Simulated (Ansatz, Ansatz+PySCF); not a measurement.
```xyz
3

O    -0.0718    0.0168   -0.0713
H     0.1760   -0.7235    0.4612
H     0.3336    0.7639    0.3410
```

Basis set: def2-SVP (spherical functions). Frozen core: 1 orbital. Charge 0, multiplicity 3.

Computed with Ansatz (development build ahead of 0.2.0); each method stands on the lowest determinant of its kind that the runs found.

Task: Give the atomization energy at this shape (free ground-state atoms in the same class of orbitals less the molecule, no zero-point energy) of triplet H₂O by UHF-CCSD(T), UHF-MP2, UHF.

Result:

```csv
method,atomization energy
UHF-CCSD(T),1.42 eV
UHF-MP2,1.34 eV
UHF,-0.30 eV
```

Caution: another spin multiplicity may lie lower.
